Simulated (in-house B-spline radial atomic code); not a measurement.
# Solving the quasi-particle equation for 2s of Be

Configuration [He] 2s2, start HSE06. Computed with a B-spline radial code for spherical atoms: all electrons, non-relativistic, point nucleus, each spin shell either full or empty, empty states to l = 9 with an (l + 1/2)⁻⁴ tail; G0W0 by contour deformation at full frequency.

At the mean-field level ε = -6.094 eV the matrix elements are Σx = -10.283 eV, v_xc = -8.033 eV and Σc(ε) = -1.267 eV, and the slope of the correlation self-energy is dΣc/dω = -0.1632. The quasi-particle energy solves E = ε + Σx − v_xc + Σc(E).

**Question.** What does the linearised equation give?

**Answer.** Z = 1/(1 − dΣc/dω) = 1/1.1632 = 0.8597. The first-order shift is Σx − v_xc + Σc(ε) = -10.283 − (-8.033) + (-1.267) = -3.517 eV, so E ≈ ε + Z × shift = -6.094 + 0.8597 × (-3.517) = -9.118 eV.

**Question.** How does that compare with the full solution and with static screening?

**Answer.** Solving the equation at full frequency dependence gives E = -9.078 eV, where Σc = -0.734 eV and the weight is 0.821; the linearised value is off by 40 meV. Leaving Z out would give -9.611 eV. Static COHSEX puts -2.817 eV in place of Σc and gives -11.161 eV, 2.08 eV deeper. The tabulated removal energy is 9.323 eV (NIST, measured); the run leaves out relativity, Breit and QED terms.
